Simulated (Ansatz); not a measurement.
Consider the formal exchange of groups at a B–Si bond: `B[SiH](C)C` + `CCCl` → `BCCCl` + `C[SiH2]C`.

Gas-phase electronic energies from Ansatz, PBE0-D4/def2-TZVP geometries. CBS: MP2 limit from def2 TZ/QZ plus the TZ coupled-cluster correction, frozen cores. Each species was taken in one conformer, which may not be the lowest.

`B[SiH](C)C`:

Z-matrix (Å, degrees):
```
Si
C 1 1.879
C 1 1.879 2 110.5
B 1 2.009 2 113.7 3 129.2
H 1 1.503 2 108.3 3 -118.4
H 2 1.092 1 110.9 3 177.5
H 2 1.093 1 110.9 3 -62.7
H 2 1.093 1 111.1 3 57.1
H 3 1.093 1 110.9 2 62.7
H 3 1.093 1 111.1 2 -57.2
H 3 1.092 1 110.9 2 -177.5
H 4 1.198 1 121.7 2 -156.0
H 4 1.198 1 121.7 2 28.0
```

`CCCl`:

```xyz
8

C    -0.260    0.754    0.013
C     0.236   -0.663    0.146
Cl    0.431   -1.440   -1.452
H    -0.368    1.200    1.006
H    -1.231    0.783   -0.485
H     0.440    1.361   -0.563
H    -0.459   -1.286    0.706
H     1.212   -0.708    0.628
```

`BCCCl`:

```xyz
10

B    -0.627   -1.179   -0.585
C    -0.076    0.274   -0.532
C     0.615    0.694    0.744
Cl   -0.550    0.726    2.103
H    -1.379   -1.501   -1.458
H    -0.252   -2.008    0.194
H    -0.830    1.011   -0.828
H     0.662    0.297   -1.357
H     1.396   -0.010    1.030
H     1.041    1.696    0.689
```

`C[SiH2]C`:

```xyz
11

C     0.684   -1.424    0.068
Si   -0.032    0.118   -0.716
C    -0.654    1.318    0.579
H     1.044   -2.120   -0.694
H    -0.069   -1.942    0.667
H     1.523   -1.175    0.721
H    -1.154   -0.260   -1.623
H     1.010    0.782   -1.550
H    -1.437    0.861    1.190
H    -1.071    2.215    0.114
H     0.156    1.628    1.244
```

```tsv
species	CCSD(T)/CBS(def2) energy (Eh)
`B[SiH](C)C`	-395.37653
`CCCl`	-538.89655
`BCCCl`	-564.26783
`C[SiH2]C`	-370.01595
```

(1) Work out ΔE.

Largest T1 diagnostic among the species: 0.010.

Results:

(1) ΔE = (-564.26783) + (-370.01595) − (-395.37653) − (-538.89655) = -0.01070 Eh = -28.1 kJ/mol.
